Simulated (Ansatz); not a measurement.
The same path of AsH3 + H5NSn (11 atoms, charge 0, multiplicity 1) was run twice with different band settings. Lost on the way: Sn1–N2, H6–As7. Made: Sn1–As7, N2–H6.

Method: UKS PBE0-D4/def2-SVP (Ansatz 0.2.0).

Relaxed end points:

```xyz
11
Properties=species:S:1:pos:R:3
Sn -0.584 -0.423 -1.507
N 1.317 0.304 -1.275
H -0.607 -1.246 -3.009
H -1.073 -1.500 -0.256
H -1.595 0.958 -1.532
H 0.808 0.426 1.518
As 0.050 0.518 2.840
H 1.999 -0.394 -0.986
H 1.371 1.072 -0.610
H -1.155 1.166 2.160
H -0.530 -0.881 2.658
```

```xyz
11
Properties=species:S:1:pos:R:3
Sn -1.251 -0.290 -0.623
N 1.695 0.580 -0.481
H -0.353 -1.604 -1.256
H -2.921 -0.747 -0.676
H -1.102 1.095 -1.623
H 1.955 1.324 0.166
As -0.637 0.280 1.848
H 2.368 -0.173 -0.342
H 1.859 0.945 -1.418
H -1.844 -0.442 2.443
H 0.231 -0.969 1.962
```

Common settings: spring 5.0 eV/Å²; optimiser quadratic models (default); start path through a guess of the saddle point; force threshold 0.05 eV/Å; iteration limit 60; end points relaxed.

| run | movable images | climbing image |
| --- | --- | --- |
| 1 | 7 | yes |
| 2 | 4 | no |

Task: What does each run give, and how far can it be trusted?

Result: Run 1: converged after 19 iterations, highest image 0.652 eV above the first end. A vibrational analysis at the climbing image gives one clearly imaginary mode, 364i cm⁻¹: a first-order saddle point.
Run 2: converged after 20 iterations, highest image 0.076 eV above the first end. No image climbed, so the highest image needn't sit at the top of the path. A band with more images between the same ends climbed to 0.65 eV, so this one has probably stepped over the top.
The orbitals were unrestricted but ended closed-shell.
